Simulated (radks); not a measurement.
Results of a calculation; reference values are marked as such.
Problem. Si, 14 electrons, occupied as [Ne] 3s1.5 3p2.5 (fractional occupations, a model configuration). Code: a radial shooting solver on a logarithmic mesh with Libxc functionals. Model: non-relativistic Kohn-Sham, PW91, spin-unpolarised, spherical densities, point nucleus. Some entries of the table are withheld. Estimate them.

orbital,occ.,eigenvalue (eV),<r^2> (bohr^2)
1s,2,-1782.846,0.01677
2s,2,(1),(2)
2p,6,-96.5794,0.3649
3s,1.5,-11.1930,5.387
3p,2.5,-4.4239,(3)

Solution. 
(1) 2s eigenvalue (eV): -139.7337
(2) 2s <r^2> (bohr^2): 0.3881
(3) 3p <r^2> (bohr^2): 9.080
